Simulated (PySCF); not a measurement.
Gas-phase equilibrium of 1 mol GeCl4, 27 mol O2 at 1400 K and 10.0 bar, among 12 species (ClO, O2, O, GeCl3, Ge2O2, O3, GeCl4, Cl, Cl2, GeO2, GeCl2, GeO). Only gases are allowed; each row takes one source of thermochemistry for all species, and Cantera finds the minimum.

Computed with PySCF and rigid-rotor harmonic-oscillator thermochemistry at 1 bar. † marks an energy on the PBE0/def2-TZVP geometry and frequencies; other levels use their own. Open shells (unrestricted) among the columns below: ClO (multiplicity 2, electronic degeneracy 4), O2 (multiplicity 3), GeCl3 (multiplicity 2), Cl (multiplicity 2, electronic degeneracy 6); the rest are closed-shell singlets. Spin-orbit splitting is ignored; it lowers the true energy and changes the entropy of ClO, Cl. Ge: all electrons, no relativistic terms. GeCl3: computed as isolated molecules; such fragments, hydroxides, amides, oligomers or adducts are transient or little studied in the gas. The harmonic model lacks anharmonicity and excited electronic states, which grow with temperature; levels with a mode under 35 cm⁻¹ are left out.

Molecules larger than those listed are left out, and so are free Ge atoms, whose spin-orbit terms are large. Also missing: (GeO)n, which can matter at low temperature or high pressure.

With BLYP/def2-TZVP† thermochemistry: O2 0.95, GeCl4 0.024, Cl2 0.011, GeCl2 0.011, Cl 0.0014, GeO 0.00072, ClO 0.00018, GeCl3 0.00011.

Question: How far does the composition move with the other sources (PBE/def2-SVP, PBE0/def2-QZVP†, PBE0/def2-SVP†, r2SCAN/def2-TZVP†, LDA/def2-TZVP†)?

Answer: 
```
thermochemistry    x O2  x GeCl4    x Cl2  x GeCl2     x Cl    x GeO    x ClO  x GeCl3
-----------------  ----  -------  -------  -------  -------  -------  -------  -------
BLYP/def2-TZVP†    0.95    0.024    0.011    0.011   0.0014  0.00072  0.00018  0.00011
PBE/def2-SVP       0.96    0.035  0.00076  0.00080  0.00018   1.3e-5   3.7e-6   4.3e-5
PBE0/def2-QZVP†    0.96    0.035  0.00064  0.00067  0.00021   3.7e-5   2.0e-5   2.9e-5
PBE0/def2-SVP†     0.96    0.035  0.00013  0.00028  0.00033   2.7e-6   1.0e-6   1.6e-5
r2SCAN/def2-TZVP†  0.96    0.035  0.00026  0.00028  0.00015   2.3e-5   1.4e-5   3.0e-5
LDA/def2-TZVP†     0.96    0.035  0.00052  0.00031   3.0e-6   7.9e-5   1.5e-5   1.3e-5
```
The most sensitive of these is Cl: it spans a factor of 10^2.7 over these rows; at this temperature one factor of ten is RT ln 10 = 27 kJ/mol.
